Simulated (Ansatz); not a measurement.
Geometry optimisation, Ansatz 0.2.0, UKS PBE/def2-SVP.

The input (input.yaml):

```yaml
crystal:
  periodic: [false, false, false]
  atoms:
    - { symbol: Ga, position_ang: [-0.003507, -0.101016, -0.164277] }
    - { symbol: H, position_ang: [-0.139593, -0.381084, 1.382694] }
    - { symbol: C, position_ang: [1.695875, 0.098368, -1.159221] }
    - { symbol: H, position_ang: [2.082132, -0.920116, -1.372644] }
    - { symbol: H, position_ang: [1.573865, 0.621486, -2.12752] }
    - { symbol: H, position_ang: [2.457487, 0.619789, -0.548564] }
    - { symbol: "N", position_ang: [-1.582503, -0.005156, -1.087783] }
    - { symbol: H, position_ang: [-2.503778, -0.135815, -0.665575] }
    - { symbol: H, position_ang: [-1.67026, 0.194353, -2.088099] }
    - { symbol: Si, position_ang: [-0.005479, 0.005673, 4.011696] }
    - { symbol: H, position_ang: [-0.790474, -1.190351, 4.483537] }
    - { symbol: H, position_ang: [1.42109, -0.084427, 4.490549] }
    - { symbol: H, position_ang: [-0.645555, 1.278196, 4.506608] }
magnetization:
  spin_polarized: true
  initial_magnetization: 1
basis:
  gaussian: { orbitals: def2-SVP }
hamiltonian:
  xc: pbe
relax:
  f_tol: 0.03
  max_steps: 50
```

Launched with:

```bash
$ ansatz run input.yaml --threads 4 --pin off --max-ram 5120MiB --backend cpu --events-out ev --progress --plain --runs-dir out
```

Q: Where does it end, and by what steps?

A: The run converged. After 14 steps the energy has fallen by 0.040 eV; H13 moved furthest, 0.85 Å.

```json
{"step": "0", "energy less start (eV)": "0.0000", "largest force component (eV/Å)": "0.319", "accepted": "yes"}
{"step": "1", "energy less start (eV)": "-0.0077", "largest force component (eV/Å)": "0.082", "accepted": "yes"}
{"step": "2", "energy less start (eV)": "-0.0098", "largest force component (eV/Å)": "0.064", "accepted": "yes"}
{"step": "3", "energy less start (eV)": "-0.0112", "largest force component (eV/Å)": "0.082", "accepted": "yes"}
{"step": "4", "energy less start (eV)": "-0.0120", "largest force component (eV/Å)": "0.097", "accepted": "yes"}
{"step": "5", "energy less start (eV)": "-0.0128", "largest force component (eV/Å)": "0.123", "accepted": "yes"}
{"step": "6", "energy less start (eV)": "-0.0139", "largest force component (eV/Å)": "0.114", "accepted": "yes"}
{"step": "7", "energy less start (eV)": "-0.0151", "largest force component (eV/Å)": "0.199", "accepted": "yes"}
{"step": "8", "energy less start (eV)": "-0.0182", "largest force component (eV/Å)": "0.149", "accepted": "yes"}
{"step": "9", "energy less start (eV)": "-0.0259", "largest force component (eV/Å)": "0.079", "accepted": "yes"}
{"step": "10", "energy less start (eV)": "-0.0265", "largest force component (eV/Å)": "0.076", "accepted": "yes"}
{"step": "11", "energy less start (eV)": "-0.0291", "largest force component (eV/Å)": "0.249", "accepted": "yes"}
{"step": "12", "energy less start (eV)": "-0.0367", "largest force component (eV/Å)": "0.115", "accepted": "yes"}
{"step": "13", "energy less start (eV)": "-0.0396", "largest force component (eV/Å)": "0.038", "accepted": "yes"}
{"step": "14", "energy less start (eV)": "-0.0403", "largest force component (eV/Å)": "0.019", "accepted": "yes"}
```

```xyz
13
Properties=species:S:1:pos:R:3
Ga 0.083 -0.087 -0.132
H -0.009 -0.228 1.446
C 1.729 0.026 -1.217
H 2.327 -0.901 -1.109
H 1.497 0.174 -2.290
H 2.361 0.869 -0.872
N -1.537 0.018 -0.975
H -2.439 -0.038 -0.498
H -1.656 0.130 -1.984
Si -0.217 0.205 4.033
H -0.943 -1.113 3.993
H 1.273 -0.012 3.974
H -0.578 0.957 5.293
```

Whether the end is a true minimum wasn't checked by a vibrational analysis.

Run time: 34 s on 4 threads of Arm Neoverse V1, on a shared host, peak memory 0.21 GiB.
